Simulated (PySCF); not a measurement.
## Correlation energy of P (phosphorus, neutral)

[Ne] 3s2 3p3, high-spin 4S determinant. Calculation: PySCF 2.14, in aug-cc-pCVTZ-DK with one added diffuse shell each of s, p, d, f type (9s8p6d4f, 91 functions); the spin-free X2C one-electron Hamiltonian (Gaussian nucleus). Frozen: [Ne]; 5 electrons correlated.

MP2 pair energies summed by pair of shells (mhartree):

```csv
pair,energy,share (%)
3s-3p,-55.22,64.9
3p-3p,-18.98,22.3
3s-3s,-10.95,12.9
```

Total MP2 correlation energy: -85.14 mhartree.

Same-spin part -23.31 and opposite-spin part -61.83 mhartree; SCS-MP2 scales them by 1/3 and 6/5 to -81.97 mhartree.
